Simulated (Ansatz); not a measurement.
Energy needed to pull apart CH₅BGe, singlet, into free ground-state atoms, from the structure below (displaced at random from a GFN2-xTB minimum); no zero-point or spin–orbit terms; open-shell atoms are treated unrestricted, in their ground-state multiplicity.

B1  (-0.966, 0.412, -0.357)
C2  (0.093, 1.228, 0.321)
Ge3  (0.207, -1.317, -0.714)
H4  (-2.206, 0.349, -0.358)
H5  (-0.107, 1.835, 1.268)
H6  (1.212, 1.250, 0.043)
H7  (-0.055, -2.586, 0.231)
H8  (1.838, -1.203, -0.495)
(Å)

Ansatz 0.2.0; basis: def2-TZVPP; cores frozen in the correlated methods. Filled d shells of the heavier atoms are correlated. The def2 sets are not built for correlating such inner shells, so the correlated values are less sure here.

```
    method  atomization energy (eV)
    PBE-D4                    26.72
 r2SCAN-D4                    26.39
   PBE0-D4                    26.15
r2SCANh-D4                        ?
   wB97X-V                    25.96
   wB97M-V                        ?
        HF                    18.90
       MP2                    25.56
      CCSD                    25.05
   CCSD(T)                    25.55
```

Q: What does wB97M-V give? (An estimate is asked for; the value comes from the calculation.)

A: The calculation gives: 25.94 eV, which is about 0.39 eV more than CCSD(T)/def2-TZVPP.

Q: What does r2SCANh-D4 give? (Judge from chemistry; the value comes from the calculation.)

A: Computed: 26.18 eV, which is about 0.63 eV more than CCSD(T)/def2-TZVPP.

In triple zeta the MP2 and coupled-cluster atomization energies are still short of their basis limit by a few kcal/mol a bond, whereas those of the functionals are nearly converged, so these differences are not deviations from converged CCSD(T).

The T1 diagnostic stays at or below 0.015. The restricted Hartree–Fock reference is unstable towards an unrestricted one here.

For scale, one of the runs: CCSD(T)/def2-TZVPP forces, 180 basis functions (an equivalent command: `ansatz run in.yaml --threads 4`). Time: 2.9 min of wall clock on 4 CPU threads; the host was shared. Peak host memory: 3.2 GiB.
